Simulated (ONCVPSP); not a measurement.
# Building the ONCV potential for silicon (Si) (LDA (Perdew-Wang 92), scalar-relativistic).

Input for ONCVPSP 4.0.1:

```
# ATOM AND REFERENCE CONFIGURATION
# atsym  z   nc   nv     iexc    psfile
  Si 14.00    1    4  -001012      upf
#
#   n    l    f
    1    0    2.00
    2    0    2.00
    2    1    6.00
    3    0    2.00
    3    1    2.00
#
# PSEUDOPOTENTIAL AND OPTIMIZATION
# lmax
    2
#
#   l,   rc,      ep,       ncon, nbas, qcut
    0    1.05    0.00    5    9   13.50
    1    0.85    0.00    4    7   14.50
    2    1.05    0.37    4    7   10.20
#
# LOCAL POTENTIAL
# lloc, lpopt,  rc(5),   dvloc0
    4    5    0.55    4.00
#
# VANDERBILT-KLEINMAN-BYLANDER PROJECTORs
# l, nproj, debl
    0    2    2.80
    1    2    1.90
    2    2    3.50
#
# MODEL CORE CHARGE
# icmod, fcfact, rcfact
    0    0.00    0.00
#
# LOG DERIVATIVE ANALYSIS
# epsh1, epsh2, depsh
   -7.00    5.00    0.04
#
# OUTPUT GRID
# rlmax, drl
    6.00    0.01
#
# TEST CONFIGURATIONS
# ncnf
    4
# nvcnf
#   n    l    f
    4
    2    0    2.00
    2    1    6.00
    3    0    2.00
    3    1    1.00
#
    4
    2    0    2.00
    2    1    6.00
    3    0    2.00
    3    1    0.00
#
    4
    2    0    2.00
    2    1    6.00
    3    0    1.00
    3    1    0.00
#
    4
    2    0    2.00
    2    1    6.00
    3    0    0.00
    3    1    4.00
#
```

Command:

```bash
oncvpsp.x < Si.dat > Si.out
```

Resulting log (shortened: citation, most of the input echo, consistency checks and plot data are left out):

```
ONCVPSP  (Optimized Norm-Conservinng Vanderbilt PSeudopotential)
scalar-relativistic version 4.0.1

#   n    l    f        energy (Ha)
    1    0    2.00    -6.5357271E+01
    2    0    2.00    -5.0987344E+00
    2    1    6.00    -3.5135690E+00
    3    0    2.00    -3.9979966E-01
    3    1    2.00    -1.5298098E-01

Reference configufation results
  iterations    24
  all-electron total energy (Ha)   -2.88821565D+02

Begin loop to  construct optimized pseudo wave functions
and semi-local pseudopoentials for all angular momenta

Calculating optimized projector #   1

 for l=   0

    Fraction of norm inside rc  0.953974
    Optimizing pswf for qcut=  13.52 a_B^-1,  ecut=  91.37 Ha
    Residual kinetic energy error=  3.73D-07 Ha

    Energy error per electron        Cutoff
         Ha          eV             Ha
         0.01000     0.27211       22.61
         0.00100     0.02721       42.36
         0.00010     0.00272       64.13
         0.00001     0.00027       76.53

Calculating optimized projector #   2

 for l=   0

    Fraction of norm inside rc  0.057383
    Optimizing pswf for qcut=  13.52 a_B^-1,  ecut=  91.37 Ha
    Residual kinetic energy error=  2.91D-07 Ha

    Energy error per electron        Cutoff
         Ha          eV             Ha
         0.01000     0.27211       17.04
         0.00100     0.02721       24.61
         0.00010     0.00272       58.41
         0.00001     0.00027       73.84

Calculating optimized projector #   1

 for l=   1

    Fraction of norm inside rc  0.873574
    Optimizing pswf for qcut=  14.50 a_B^-1,  ecut= 105.17 Ha
    Residual kinetic energy error=  1.88D-04 Ha

    Energy error per electron        Cutoff
         Ha          eV             Ha
         0.01000     0.27211       80.63
         0.00100     0.02721       94.85
         0.00010     0.00272      133.01
         0.00001     0.00027      221.85

Calculating optimized projector #   2

 for l=   1

    Fraction of norm inside rc  0.023994
    Optimizing pswf for qcut=  14.50 a_B^-1,  ecut= 105.17 Ha
    Residual kinetic energy error=  4.25D-05 Ha

    Energy error per electron        Cutoff
         Ha          eV             Ha
         0.01000     0.27211       61.74
         0.00100     0.02721       83.19
         0.00010     0.00272       99.42
         0.00001     0.00027      147.07

   Wellstate for l =  2  n =  3
     eigenvalue =   0.3700
     asymptotic potential =   0.8700
     half-point radius =  3.7885

   Wellstate for l =  2  n =  5
     eigenvalue =   3.8700
     asymptotic potential =   4.3700
     half-point radius =  2.9030

Calculating optimized projector #   1

 for l=   2

    Fraction of norm inside rc  0.035591
    Optimizing pswf for qcut=  10.21 a_B^-1,  ecut=  52.11 Ha
    Residual kinetic energy error=  1.71D-05 Ha

    Energy error per electron        Cutoff
         Ha          eV             Ha
         0.01000     0.27211       14.51
         0.00100     0.02721       29.61
         0.00010     0.00272       42.66
         0.00001     0.00027       59.01

Calculating optimized projector #   2

 for l=   2

    Fraction of norm inside rc  0.100253
    Optimizing pswf for qcut=  10.21 a_B^-1,  ecut=  52.11 Ha
    Residual kinetic energy error=  3.46D-04 Ha

    Energy error per electron        Cutoff
         Ha          eV             Ha
         0.01000     0.27211       31.88
         0.00100     0.02721       46.45
         0.00010     0.00272       59.73
         0.00001     0.00027      138.89

Construct Vanderbilt / Kleinmman-Bylander projectors

B matrix Hermiticity error, ll=   0
   1   2    4.9827E-04

  Orthonormal projector coefficients  1.2118E+01  1.7644E+00

B matrix Hermiticity error, ll=   1
   1   2    2.6459E-04

  Orthonormal projector coefficients -1.3167E+01 -4.2503E+00

B matrix Hermiticity error, ll=   2
   1   2   -6.0984E-05

  Orthonormal projector coefficients -5.3524E+00 -2.5040E+00

Pseudoatom total energy -100.383105

Diagnostic tests using Vanderbilt-Kleinman-Bylander pseudopotentials
  1 or more projectors used as specified by nproj input data

   l    rcore       rmatch      e in        delta e   norm test  slope test

   0   1.0504341   1.0823275  -5.0987344   0.0000136   1.0001863   1.0001678
   0   1.0504341   1.0823275  -0.3997997   0.0000110   1.0000493   1.0000378

   1   0.8519998   0.8778683  -3.5135690  -0.0000319   1.0001705   1.0002004
   1   0.8519998   0.8778683  -0.1529810   0.0000134   1.0001132   1.0001100

   2   1.0504341   1.0823275   0.3700000   0.0000360   1.0000898   1.0000898
   2   1.0504341   1.0823275   3.8700000   0.0000379   1.0002472   1.0002472

 Testing for bound ghosts
   n   l    E NL Schr. Eq   E Basis Diag.   E Cutoff

   1   0       -5.098721       -5.098715    317.41
   2   0       -0.399789       -0.217159    317.41

   2   1       -3.513601       -3.513153    306.99
   3   1       -0.152968        0.529713    306.99

 Testing for highly-localized positive-energy ghosts
       l    <radius>/rc     E Basis Diag.   E Cutoff

Test configuration 0

   n   l     f        eae           eps        diff
   1   0  2.0000  -65.35727083
   2   0  2.0000   -5.09873440   -5.09872082    1.36D-05
   2   1  6.0000   -3.51356899   -3.51360091   -3.19D-05
   3   0  2.0000   -0.39979966   -0.39978867    1.10D-05
   3   1  2.0000   -0.15298098   -0.15296754    1.34D-05

    Total energies and differences
      AE_ref= -2.88821565D+02  AE_tst= -2.88821565D+02  dif=  0.00D+00
      PS_ref= -1.00383105D+02  PS_tst= -1.00383105D+02  dif=  1.14D-13
      PSP excitation error= -1.14D-13

Test configuration 1

   n   l     f        eae           eps        diff
   1   0  2.0000  -65.71359614
   2   0  2.0000   -5.44802722   -5.44793353    9.37D-05
   2   1  6.0000   -3.86347150   -3.86279094    6.81D-04
   3   0  2.0000   -0.70200597   -0.70199168    1.43D-05
   3   1  1.0000   -0.43168027   -0.43162766    5.26D-05

    Total energies and differences
      AE_ref= -2.88821565D+02  AE_tst= -2.88534085D+02  dif=  2.87D-01
      PS_ref= -1.00383105D+02  PS_tst= -1.00095639D+02  dif=  2.87D-01
      PSP excitation error=  1.44D-05

Test configuration 2

   n   l     f        eae           eps        diff
   1   0  2.0000  -66.16404174
   2   0  2.0000   -5.88265798   -5.88251529    1.43D-04
   2   1  6.0000   -4.29934030   -4.29731191    2.03D-03
   3   0  2.0000   -1.05319112   -1.05315298    3.81D-05

    Total energies and differences
      AE_ref= -2.88821565D+02  AE_tst= -2.87942142D+02  dif=  8.79D-01
      PS_ref= -1.00383105D+02  PS_tst= -9.95037721D+01  dif=  8.79D-01
      PSP excitation error=  9.01D-05

Test configuration 3

   n   l     f        eae           eps        diff
   1   0  2.0000  -66.74319790
   2   0  2.0000   -6.43666669   -6.43800357   -1.34D-03
   2   1  6.0000   -4.85429247   -4.85258556    1.71D-03
   3   0  1.0000   -1.45855800   -1.45863663   -7.86D-05

    Total energies and differences
      AE_ref= -2.88821565D+02  AE_tst= -2.86687571D+02  dif=  2.13D+00
      PS_ref= -1.00383105D+02  PS_tst= -9.82491491D+01  dif=  2.13D+00
      PSP excitation error=  3.79D-05

Test configuration 4

   n   l     f        eae           eps        diff
   1   0  2.0000  -65.47326216
   2   0  2.0000   -5.21257253   -5.21434504   -1.77D-03
   2   1  6.0000   -3.62621600   -3.62905564   -2.84D-03
   3   1  4.0000   -0.19321462   -0.19322652   -1.19D-05

    Total energies and differences
      AE_ref= -2.88821565D+02  AE_tst= -2.88315129D+02  dif=  5.06D-01
      PS_ref= -1.00383105D+02  PS_tst= -9.98766866D+01  dif=  5.06D-01
      PSP excitation error=  1.78D-05
```

The run took about 2.6 s on one core of a shared server CPU.
